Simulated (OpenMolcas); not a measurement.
## What dynamic correlation does to the levels of Ti²⁺

```
Program             : OpenMolcas 26.06
Basis               : ANO-R3 [7s5p5d3f2g1h]
Scalar Hamiltonian  : X2C, finite nucleus
Active space        : 2 electrons in 5 orbitals (3d)
State averaging     : 2S+1 = 3 even, 10 roots; 2S+1 = 1 even, 15 roots
Spin-orbit coupling : RASSI with atomic mean-field integrals over the reference wave functions, term energies averaged over their components
```

Methods on the same reference wave functions:
A. CASSCF
B. SS-CASPT2, IPEA 0.25 Eh, imaginary shift 0.1 Eh (closed shells correlated: 3s 3p)

Energies in cm⁻¹ above 3d² ³F₂, the measured ground level; measured values from Corliss and Sugar, J. Phys. Chem. Ref. Data 8, 1 (1979).

```json
{"Level": "3d² ³F₂", "A": "0.0", "B": "0.0", "Measured": "0.0"}
{"Level": "3d² ³F₃", "A": "194", "B": "195", "Measured": "185"}
{"Level": "3d² ³F₄", "A": "446", "B": "448", "Measured": "420"}
{"Level": "3d² ¹D₂", "A": "11334", "B": "7750", "Measured": "8474"}
{"Level": "3d² ³P₀", "A": "13554", "B": "11140", "Measured": "10538"}
{"Level": "3d² ³P₁", "A": "13621", "B": "11210", "Measured": "10604"}
{"Level": "3d² ³P₂", "A": "13762", "B": "11350", "Measured": "10721"}
{"Level": "3d² ¹G₄", "A": "17457", "B": "14370", "Measured": "14398"}
{"Level": "3d² ¹S₀", "A": "42316", "B": "31660", "Measured": "32476"}
```

Deviations, from unrounded energies. A percentage is the sum of absolute deviations over the sum of measured energies, with the sign that they share, or ± where signs differ.

| Against measurement | Levels | A | B |
| --- | --- | --- | --- |
| mean absolute deviation (cm-1) | 8 | 3100 | 430 |
| fine structure of the ground term (%) | 2 | +5.7 | +6.2 |
| other terms of the ground configuration (%) | 6 | +28.5 | ±3.9 |

B lies closest to measurement on these levels. The largest miss of B in the table is 3d² ¹S₀, by -820 cm-1. The ranking rests on the paired levels alone, and a cruder setting can come out closer through cancelling errors.

From A to B the spin-free energies of the other terms of 3d² shown, above ³F, scale by factors of 0.68 to 0.82.

The lowest spin-free term lies below A's lowest term by 0.337 hartree in B.

CASPT2 does not keep the components of a term degenerate, so their means are used; among the terms shown or strongly mixed into the levels shown the widest spread is 630 cm-1 (3d² ³F, B). Without dynamic correlation excited terms often stand tens of per cent too high (terms of higher spin than the ground term too low), and those without a measured partner can miss by more than the paired ones (holds for A). Measured partners are found by configuration, term and J. A level has none where our copy of the source lacks it or the pairing is in doubt (some pairs that miss far off the trend of their configuration count as doubtful), and it then counts in no deviation. Levels of configurations outside the active space are missing.
